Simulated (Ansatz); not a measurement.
**Abstraction of H: SiH2(CH3)Cl + C3H5Te → SiH2(CH2)Cl + C3H6Te**

Species: SiH2(CH3)Cl ((chlorosilyl)methane), singlet; C3H5Te `C=CC[Te]`, doublet; SiH2(CH2)Cl, doublet; C3H6Te `C=CC[TeH]`, singlet. A radical takes H: the energy is the difference in strength between the C–H bond broken and the Te–H bond made.

Shapes, held fixed at every level: PBE0-D4/def2-TZVP. Flexible molecules stand in one conformer, not always the lowest. Programs: Ansatz 0.2.0. The zero-point and thermal change to 298 K, harmonic and unscaled (PBE0-D4/def2-TZVP), is -14.8 kJ/mol.

(1) Estimate ΔH(298 K) of this reaction.

Results:

(1) The highest level, CCSD(T)/def2-TZVPP, gives ΔH(298 K) = +132.7 kJ/mol; the levels span +121.7 to +141.7. The column of differences is taken from that level and isn't an error. No measured value is set beside it here. Open shells run unrestricted. For atoms past krypton def2 sets carry core potentials with scalar relativity. Outer-core shells of Te are correlated, in sets that cover them unevenly. Times are processor times on shared x86 and Arm servers, and rough.

| level | kind | ΔH(298 K) (kJ/mol) | less CCSD(T)/def2-TZVPP | CPU time (sum over the molecules) |
| --- | --- | --- | --- | --- |
| HF/def2-SVP | Hartree–Fock | +127.5 | -5.2 | – |
| HF/def2-TZVPP | Hartree–Fock | +121.7 | -11.0 | – |
| B3LYP-D4/def2-TZVPP | global hybrid | +130.5 | -2.2 | 71 s |
| BHLYP-D4/def2-TZVPP | global hybrid | +131.4 | -1.3 | 52 s |
| wB97M-V/def2-TZVPP | range-separated hybrid | +141.7 | +9.0 | 2.8 min |
| B2PLYP/def2-TZVPP | double hybrid | +134.2 | +1.5 | 72 s |
| CCSD(T)/def2-TZVPP | coupled cluster or CI | +132.7 | 0.0 | 30 min |
